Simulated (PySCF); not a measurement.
CH₃BClF. Atoms are numbered in the order given.

```xyz
7

B      0.1486     0.2218    -0.3220
F      1.4391     0.4082    -0.5494
Cl    -0.2676    -0.7011     1.1300
C     -0.9286     0.7571    -1.3152
H     -1.9033     0.9343    -0.8397
H     -1.0828    -0.0116    -2.0958
H     -0.5889     1.6701    -1.8287
```

Coordinates come from a B3LYP-D3(BJ)/def2-SVP optimisation.

Computed with B3LYP/pcSseg-1 run with PySCF.

GIAO shieldings, no solvent; atoms alike by connectivity are averaged. δ = σ(ref) − σ: ¹¹B against BF3 (σ = 86.3 ppm); ¹⁹F against CFCl3 (σ = 161.7 ppm); ³⁵Cl against HCl (σ = 933.3 ppm); ¹³C against TMS (σ = 181.3 ppm); ¹H against TMS (σ = 31.68 ppm), references at their B3LYP-D3(BJ)/def2-TZVP geometries, non-relativistic (without spin–orbit terms, shifts of atoms bonded to Cl or Br come out too high).

```csv
nucleus,atoms,count,δ (ppm)
¹¹B,B1,1,37.5
¹⁹F,F2,1,-17.1
³⁵Cl,Cl3,1,191.5
¹³C,C4,1,8.1
¹H,"H5, H6, H7",3,1.13
```
